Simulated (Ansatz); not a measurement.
Molecule: GeH2, net charge 1, doublet state. SMILES of the parent species: [GeH2]

Atoms: Ge1, H2, H3. Bonds: Ge1-H2, Ge1-H3.

Bond lengths (Å) and angles (degrees) optimised at HF/STO-3G with Ansatz (a quantum-chemistry and plane-wave program); HF/3-21G with Ansatz; HF/6-31G* with LANL2DZ past Ar with Ansatz; PBE/6-31G* with LANL2DZ past Ar with Ansatz; B3LYP/LANL2DZ with Ansatz; MP2/6-31G* with LANL2DZ past Ar with Ansatz, each started from the B3LYP-D3(BJ)/def2-TZVP structure (Ansatz) of the last column. A row stands for all coordinates that are equal there. 6-31G* holds six Cartesian d functions. No wavenumbers were computed at HF/STO-3G, PBE/6-31G* with LANL2DZ past Ar, B3LYP/LANL2DZ, MP2/6-31G* with LANL2DZ past Ar, so these may be saddle points.

| coordinate | HF/STO-3G | HF/3-21G | HF/6-31G* with LANL2DZ past Ar | PBE/6-31G* with LANL2DZ past Ar | B3LYP/LANL2DZ | MP2/6-31G* with LANL2DZ past Ar | B3LYP-D3(BJ)/def2-TZVP |
|---|---|---|---|---|---|---|---|
| Ge1-H2 | 1.454 | 1.531 | 1.537 | 1.582 | 1.566 | 1.552 | 1.559 |
| H2-Ge1-H3 | 120.5 | 121.3 | 120.0 | 118.8 | 118.9 | 119.8 | 120.3 |

Mean signed difference of all 2 bond lengths from B3LYP-D3(BJ)/def2-TZVP: HF/STO-3G -0.106 Å, HF/3-21G -0.029 Å, HF/6-31G* with LANL2DZ past Ar -0.023 Å, PBE/6-31G* with LANL2DZ past Ar 0.023 Å, B3LYP/LANL2DZ 0.006 Å, MP2/6-31G* with LANL2DZ past Ar -0.007 Å.
